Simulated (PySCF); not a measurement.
# FeS: one state, many levels of theory

State: ⁵Δ (quintet), unpaired electrons σ ↑, π ↑↑, δ ↑. Set-up: basis Fe x2c-TZVPPall, S x2c-TZVPPall; spin-free X2C with a Gaussian nucleus; PySCF 2.14. De refers to Fe (3d6 4s2) + S in their high-spin ground configurations, without counterpoise correction. The functionals are run spin-unrestricted. A positive dipole means Fe(−)S(+).

| Level | Re (Å) | ωe (cm⁻¹) | De (eV) | μ (D) |
| --- | --- | --- | --- | --- |
| ROHF | 2.137 | 474 | n/a | -8.92 |
| ROHF-MP2 | 2.025 | 487 | n/a | n/a |
| ROHF-SCS-MP2 | 2.050 | 476 | n/a | n/a |
| LDA | 1.963 | 553 | n/a | -4.13 |
| PBE | 1.999 | 525 | n/a | -4.41 |
| PW91 | 1.997 | 526 | n/a | -4.36 |
| r²SCAN | 1.994 | 537 | n/a | -4.96 |
| TPSSh | 2.002 | 532 | n/a | -5.18 |
| r²SCANh | 1.999 | 536 | n/a | -5.37 |
| PBE0 | 2.010 | 530 | n/a | -5.65 |
| ωB97X-V | 1.996 | 557 | n/a | -6.24 |

Question: What does a quarter of exact exchange do here, going from PBE to PBE0?

Answer: PBE0 less PBE: +1.1 pm in Re, +1.0 % in ωe. Exact exchange removes part of the self-interaction that spreads semilocal densities, and in most molecules shortens and stiffens the bond and lowers De; here Re goes the other way.

Question: What does the step from GGA to meta-GGA do here, going from PBE to r²SCAN?

Answer: r²SCAN less PBE: -0.5 pm in Re, +2.3 % in ωe. 

Question: What does the gradient correction do here, going from LDA to PBE?

Answer: PBE less LDA: +3.6 pm in Re, -5.1 % in ωe. The gradient correction favours the more uneven density of free atoms, so it tends to lengthen bonds and takes away much of the overbinding of LDA; so it does here.

Correlated steps freeze 10 core orbitals. De is left out where the level can put another filling of the metal’s s and d shells below the measured ground configuration, by anything from nothing to about 1 eV. Counting both spins, an empty level lies below a filled one in some of these solutions, because spin and occupation are held. UHF is strongly spin-contaminated for FeS, so the ROHF reference used there is far from stable. The state is the lowest single determinant that the PBE0 search found; with open d or f shells the true ground state can be another one.
